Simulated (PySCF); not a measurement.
In(Br)(Me)(OH) (CH4BrInO), SMILES [OH][In]([Br])[CH3]. Coordinates come from a r2SCAN-D4/def2-SVP optimisation. The structure was generated by enumeration; whether it is a known compound was not checked. The def2 effective core potentials stand for the cores of In; spin–orbit coupling is left out. One conformer was computed; it need not be the lowest.

Give the equilibrium geometry at r2SCAN-D4/def2-SVP (PySCF confirms it by a frequency run) as a Z-matrix. (The exact figures need the calculation; the answer reports its results.)

One answer among several that fit: 
```
In
O 1 1.9970
H 2 0.9682 1 111.33
C 1 2.1406 2 124.77 3 -179.95
H 4 1.0982 1 109.32 2 -1.43
H 4 1.0988 5 110.21 1 119.76
H 4 1.0989 5 110.16 6 120.60
Br 1 2.5095 2 111.48 3 0.03
```
Charge 0, spin multiplicity 1.
